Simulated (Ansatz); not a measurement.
The lowest singlet and triplet of S2 (SMILES S=S); geometries from B3LYP-D3(BJ)/def2-TZVP, each state relaxed from the structure named, with no frequency check, low spin by broken symmetry.
Singlet (charge 0, multiplicity 1):
```xyz
2

S      0.00000     0.00000    -0.95219
S      0.00000     0.00000     0.95219
```
Triplet (charge 0, multiplicity 3):
```xyz
2

S      0.000     0.000    -0.952
S      0.000     0.000     0.952
```

A positive gap puts the triplet lower; no zero-point energy. R- takes a restricted singlet, here one determinant of a half-filled degenerate or near-degenerate pair, which mixes singlet states. U- takes an unrestricted singlet (broken symmetry where lower, unprojected). The triplet is unrestricted in single-reference levels.

Cores are frozen in the correlated methods.

The values were computed with Ansatz (a quantum-chemistry and plane-wave program) with Gaussian orbitals. 

Q: One of these levels gives 0.232 eV for the gap E(singlet) − E(triplet), adiabatic. Name it.
(A) R-SCS-MP2/cc-pV(D+d)Z
(B) R-wB97M-V/def2-TZVPP
(C) R-MP2/cc-pV(D+d)Z
(D) U-PBE0/def2-TZVPP (spin-contaminated)

A: D, U-PBE0/def2-TZVPP (spin-contaminated). The others give 0.825 (R-wB97M-V/def2-TZVPP), 0.922 (R-MP2/cc-pV(D+d)Z), 0.753 (R-SCS-MP2/cc-pV(D+d)Z)

Doubts at one or more of the structures used: a restricted determinant that unrestricted orbitals would lower (R-wB97M-V/def2-TZVPP, R-MP2/cc-pV(D+d)Z, R-SCS-MP2/cc-pV(D+d)Z).
